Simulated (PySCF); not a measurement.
Several structures and their simulated spectra, in scrambled order.

A. SMILES C(=C(\C)C(=O)Cl)/C(C)C
B. `C#CCC(=C)[SiH2]O[SiH2]N`
C. SMILES [C@H]12[C@H](C[C@@H](CCl)C1)C2
D. `CC(=O)N/C=C/C#N`

Spectrum 1. ¹H NMR (400 MHz, computed): δ 3.27 (d, 2H), 2.75 (m, 1H), 2.38 (m, 2H), 1.39 (m, 2H), 0.99 (m, 1H), 0.88 (m, 2H), -0.30 (m, 1H). ¹³C{¹H} NMR (computed): δ 56.1 (CH), 55.2 (CH2), 40.3 (CH2), 25.3 (CH2), 22.9 (CH).

Spectrum 2. ¹H NMR (400 MHz, computed): δ 6.25 (br s, 1H), 6.01 (br s, 1H), 5.49 (s, 2H), 5.36 (s, 2H), 3.17 (d, 2H), 1.56 (t, 1H), 0.36 (br s, 2H). ¹³C{¹H} NMR (computed): δ 150.6 (C), 135.9 (CH2), 86.3 (C), 78.7 (CH), 29.4 (CH2).

Spectrum 3. ¹H NMR (400 MHz, computed): δ 7.86 (m, 1H), 6.54 (br, 1H), 4.57 (d, 1H), 2.05 (s, 3H). ¹³C{¹H} NMR (computed): δ 167.8 (C), 148.5 (CH), 121.7 (C), 80.6 (CH), 24.4 (CH3).

Spectrum 4. ¹H NMR (400 MHz, computed): δ 6.67 (d, 1H), 3.37 (m, 1H), 2.19 (s, 3H), 1.04 (d, 6H). ¹³C{¹H} NMR (computed): δ 176.7 (C), 172.9 (CH), 133.8 (C), 33.9 (CH), 26.8 (CH3), 23.9 (CH3).

- GIAO PBE0/pcSseg-1 shieldings
- GFN2-xTB structure
- program: PySCF
- non-relativistic, isolated molecule, one conformer, one averaged value for each set of equivalent atoms

Shifts are taken against calculated references (same method and geometry level): TMS for ¹H (31.72 ppm) and ¹³C (186.93 ppm). Where no couplings were computed, multiplicities follow the n + 1 count of equivalent neighbours, and m marks all less simple cases (inequivalent or close neighbours, rings, F or P nearby). Acid and N–H amide carbonyl carbons lie up to 10 ppm further downfield in solution (hydrogen bonding). Shifts are as computed. Against solution values, carbons near 30 ppm lie about +3 ppm off and those near 130 ppm about +5 ppm; carbons on Cl a further +6 ppm. Of 1211 compounds with measured shifts, 218 miss one by over three times the rms of a fit or turn the order of signals round; such compounds aren't used in these exercises. Carbons bonded to Cl come out too deshielded. OH and NH positions are gas-phase values without hydrogen bonding to other molecules.

Task: Match each spectrum to its structure.

Result: 1–C, 2–B, 3–D, 4–A.

- Spectrum 1 (C): 5 ¹³C signals; δC 55.2 is an sp3 CH2 bonded to Cl; δC 40.3 is an sp3 CH2 in a ring.
- Spectrum 2 (B): 5 ¹³C signals; δC 150.6 is a fully substituted alkene carbon; δC 135.9 is a terminal =CH2 carbon.
- Spectrum 3 (D): 5 ¹³C signals; δC 167.8 is an amide carbonyl carbon; δC 148.5 is an alkene carbon bearing nitrogen.
- Spectrum 4 (A): 6 ¹³C signals; δC 172.9 is a β carbon of a C=C–C=O unit; δC 133.8 is an α carbon of a C=C–C=O unit.
